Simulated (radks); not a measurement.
Excited configurations of neutral carbon: one electron is placed in a higher orbital outside [He] 2s2 2p1. The ground configuration is [He] 2s2 2p2. Calculated with a radial shooting solver on a logarithmic mesh with Libxc functionals: scalar-relativistic Kohn-Sham, PBE, spin-polarised, spherical densities, finite nucleus; open shells are filled with parallel spins first; Fermi nuclear charge, rms radius 2.4702 fm. Excitation = E - E(ground); binding = E(ion) - E, where the ion is the core of charge +1; n* = 1/sqrt(2 binding) in atomic units, and the quantum defect is n - n*.

| outer orbital | excitation (eV) | binding (eV) | quantum defect | eigenvalue (eV) | <r> (bohr) |
|---|---|---|---|---|---|
| 3s | 7.783 | 3.888 | 1.129 | -2.281 | 5.586 |
| 3p | 8.894 | 2.778 | 0.787 | -1.500 | 6.898 |
| 5s | 10.584 | 1.088 | 1.463 | -0.712 | 20.84 |
| 5p | 10.747 | 0.925 | 1.164 | -0.599 | 23.85 |
| 6p | 11.041 | 0.631 | 1.355 | -0.427 | 36.17 |

The Delta-SCF ionisation energy is 11.672 eV (NIST Atomic Spectra Database: 11.260 eV, measured). Self-interaction in the functional shifts the binding energies and quantum defects, so they are the method's values and not measured ones. Open shells are spherical and high-spin; term and fine-structure splittings are not resolved.
